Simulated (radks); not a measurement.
The numbers below are computed, except where a source is named.
Ionisation of neutral manganese, [Ar] 3d5 4s2, to [Ar] 3d5 4s1 as the strength of local exchange is varied. Level of theory: scalar-relativistic Kohn-Sham, Slater X-alpha exchange (alpha = 2/3 is LDA exchange), no correlation, spin-polarised, spherical densities, finite nucleus; open shells are filled with parallel spins first; Fermi nuclear charge, rms radius 3.7057 fm (a radial shooting solver on a logarithmic mesh with Libxc functionals).

| alpha | E(Mn) (hartree) | exchange (hartree) | IE (eV) | -e of the level emptied (eV) | <r> of it (bohr) |
|---|---|---|---|---|---|
| 0.555 | -1146.28460 | -39.55955 | 5.634 | 3.036 (4s) | 3.525 |
| 0.667 | -1154.30136 | -47.88586 | 6.062 | 3.525 (4s) | 3.444 |
| 0.695 | -1156.31454 | -49.98507 | 6.175 | 3.654 (4s) | 3.424 |
| 0.797 | -1163.67856 | -57.69155 | 6.603 | 4.147 (4s) | 3.349 |
| 0.807 | -1164.40308 | -58.45208 | 6.647 | 4.197 (4s) | 3.341 |
| 0.834 | -1166.36154 | -60.50995 | 6.766 | 4.334 (4s) | 3.321 |

NIST Atomic Spectra Database: 7.434 eV (measured). The central value is not met in this range of alpha. Open shells are spherical and high-spin; term and fine-structure splittings are not resolved.
